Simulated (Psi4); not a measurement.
Br4Sn, charge +1, doublet, geometry from GFN2-xTB (such geometries of metal compounds can be far from the true shape) (a state made from the parent by changing its charge; the spin is typed, not shown lowest) (all electrons, no relativity); PBE0/STO-3G in Psi4 1.11.

Psi4 was given this input:
```
memory 2 GB

molecule {
1 2
  Br   -0.93076713    2.30195457   -0.78691155
  Sn   -0.00000000    0.00000000    0.00000000
  Br   -1.79287922   -1.84566072   -0.40456481
  Br    0.56929514    0.11573464    2.53910626
  Br    2.15435121   -0.57202850   -1.34762990
}

set basis sto-3g
set reference uks
set scf_type pk
set puream true
set d_convergence 1e-8
set dft_radial_points 99
set dft_spherical_points 590

energy('pbe0')
print_variables()
```

It wrote (shortened):

```
   => Loading Basis Set <=

    Name: STO-3G
    Role: ORBITAL
    Keyword: BASIS

         ---------------------------------------------------------
                                   SCF
               by Justin Turney, Rob Parrish, Andy Simmonett
                          and Daniel G. A. Smith
                              UKS Reference
         ---------------------------------------------------------

  ==> Geometry <==

    Molecular point group: c2v
    Full point group: Td

    Geometry (in Angstrom), charge = 1, multiplicity = 2:

       Center              X                  Y                   Z               Mass
    ------------   -----------------  -----------------  -----------------  -----------------
         BR          -0.000000000000     2.126742751632    -1.503834218157    78.918337600000
         SN           0.000000000000     0.000000000000    -0.000000001042   119.902201630000
         BR          -2.126742746175    -0.000000000000     1.503834218949    78.918337600000
         BR           2.126742746175     0.000000000000     1.503834218949    78.918337600000
         BR           0.000000000000    -2.126742751632    -1.503834218157    78.918337600000

  Running in c2v symmetry.

  Rotational constants: A =      0.01181  B =      0.01181  C =      0.01181 [cm^-1]
  Rotational constants: A =    353.95607  B =    353.95606  C =    353.95606 [MHz]
  Nuclear repulsion = 2336.543023567000091

  Charge       = 1
  Multiplicity = 2
  Electrons    = 189
  Nalpha       = 95
  Nbeta        = 94

  ==> Algorithm <==

  SCF Algorithm Type is PK.
  DIIS enabled.
  MOM disabled.
  Fractional occupation disabled.
  Guess Type is SAD.
  Energy threshold   = 1.00e-06
  Density threshold  = 1.00e-08
  Integral threshold = 1.00e-12

  ==> Primary Basis <==

  Basis Set: STO-3G
    Blend: STO-3G
    Number of shells: 43
    Number of basis functions: 99
    Number of Cartesian functions: 105
    Spherical Harmonics?: true
    Max angular momentum: 2

  ==> DFT Potential <==

   => LibXC <=

    Version 7.1.2
    S. Lehtola, C. Steigemann, M. J. T. Oliveira, and M. A. L. Marques,  SoftwareX 7, 1–5 (2018) (10.1016/j.softx.2017.11.002)

   => Composite Functional: PBE0 <=

    PBE0 Hyb-GGA Exchange-Correlation Functional

    C. Adamo and V. Barone,  J. Chem. Phys. 110, 6158 (1999) (10.1063/1.478522)
    M. Ernzerhof and G. E. Scuseria,  J. Chem. Phys. 110, 5029 (1999) (10.1063/1.478401)

    Deriv               =              1
    GGA                 =           TRUE
    Meta                =          FALSE

    Exchange Hybrid     =           TRUE
    MP2 Hybrid          =          FALSE

   => Exchange Functionals <=

    0.7500   Perdew, Burke & Ernzerhof

   => Exact (HF) Exchange <=

    0.2500               HF

   => Correlation Functionals <=

    1.0000   Perdew, Burke & Ernzerhof

   => LibXC Density Thresholds  <==

    XC_HYB_GGA_XC_PBEH:  1.00E-15

   => Molecular Quadrature <=

    Radial Scheme          =       TREUTLER
    Pruning Scheme         =           NONE
    Nuclear Scheme         =       TREUTLER

    Blocking Scheme        =         OCTREE
    BS radius alpha        =              1
    Pruning alpha          =              1
    Radial Points          =             99
    Spherical Points       =            590
    Total Points           =         251964
    Total Blocks           =           1957
    Max Points             =            256
    Max Functions          =             56
    Weights Tolerance      =       1.00E-15

  ==> Integral Setup <==

  Using in-core PK algorithm.
   Calculation information:
      Number of atoms:                   5
      Number of AO shells:              43
      Number of primitives:            129
      Number of atomic orbitals:       105
      Number of basis functions:        99

      Integral cutoff                 1.00e-12
      Number of threads:                 1

  Performing in-core PK
  Using 24507450 doubles for integral storage.
[...]

   -------------------------
    Irrep   Nso     Nmo
   -------------------------
     A1        39      39
     A2        12      12
     B1        24      24
     B2        24      24
   -------------------------
    Total      99      99
   -------------------------

  ==> Iterations <==

                        Total Energy        Delta E     RMS |[F,P]|

   @UKS iter SAD: -16142.19281110994416   -1.61422e+04   0.00000e+00
   @UKS iter   1: -16148.09323508736088   -5.90042e+00   6.11622e-03 ADIIS/DIIS
   @UKS iter   2: -16148.12804238965327   -3.48073e-02   1.83020e-04 ADIIS/DIIS
   @UKS iter   3: -16148.12809189229847   -4.95026e-05   1.19570e-04 ADIIS/DIIS
   @UKS iter   4: -16148.12814077001713   -4.88777e-05   2.28550e-05 DIIS
   @UKS iter   5: -16148.12814307860754   -2.30859e-06   3.44929e-06 DIIS
   @UKS iter   6: -16148.12814321379665   -1.35189e-07   5.68447e-07 DIIS
   @UKS iter   7: -16148.12814321756014   -3.76349e-09   5.82650e-08 DIIS
   @UKS iter   8: -16148.12814321742007    1.40062e-10   1.73912e-07 DIIS
   @UKS iter   9: -16148.12814321757287   -1.52795e-10   1.79000e-09 DIIS
  Energy and wave function converged.

  ==> Post-Iterations <==

   Electrons on quadrature grid:
      Nalpha   =   94.9999937657 ; deviation = -6.234e-06
      Nbeta    =   93.9999937122 ; deviation = -6.288e-06
      Ntotal   =  188.9999874779 ; deviation = -1.252e-05

   @Spin Contamination Metric:   1.643419339E-03
   @S^2 Expected:                7.500000000E-01
   @S^2 Observed:                7.516434193E-01
   @S   Expected:                5.000000000E-01
   @S   Observed:                5.000000000E-01

    Orbital Energies [Eh]
    ---------------------

    Alpha Occupied:

[...]
    Alpha Virtual:

[...]
      39A1    -0.107995

    Beta Occupied:

[...]
      11A2    -0.399331

    Beta Virtual:

[...]
    Final Occupation by Irrep:
             A1    A2    B1    B2
    DOCC [    37,   11,   23,   23 ]
    SOCC [     0,    1,    0,    0 ]
    NA   [    37,   12,   23,   23 ]
    NB   [    37,   11,   23,   23 ]

  @UKS Final Energy: -16148.12814321757287

   => Energetics <=

    Nuclear Repulsion Energy =           2336.5430235670000911
    One-Electron Energy =              -27120.0924195720763237
    Two-Electron Energy =                9032.8305129363106971
    DFT Exchange-Correlation Energy =    -397.4092601488059131
    Empirical Dispersion Energy =           0.0000000000000000
    VV10 Nonlocal Energy =                  0.0000000000000000
    Total Energy =                     -16148.1281432175728696

  UHF NO Occupations:
  HONO-2 :   23 B2 1.9996314
  HONO-1 :   23 B1 1.9996314
  HONO-0 :   12 A2 1.0000000
  LUNO+0 :   24 B1 0.0003686
  LUNO+1 :   24 B2 0.0003686
  LUNO+2 :   38 A1 0.0000424
  LUNO+3 :   39 A1 0.0000422

Computation Completed

Properties will be evaluated at   0.000000,   0.000000,   0.000000 [a0]

Properties computed using the SCF density matrix

 Multipole Moments:

 ------------------------------------------------------------------------------------
     Multipole            Electronic (a.u.)      Nuclear  (a.u.)        Total (a.u.)
 ------------------------------------------------------------------------------------

 L = 1.  Multiply by 2.5417464519 to convert [e a0] to [Debye]
 Dipole X            :          0.0000000            0.0000000            0.0000000
 Dipole Y            :          0.0000000            0.0000000            0.0000000
 Dipole Z            :         -0.0000000            0.0000000           -0.0000000
 Magnitude           :                                                    0.0000000

 ------------------------------------------------------------------------------------

  Variable Map:
  ----------------------------------------------------------------------------
[...]
  Array Variable Map:
  ----------------------------------------------------------------------------
[...]
[...]
```
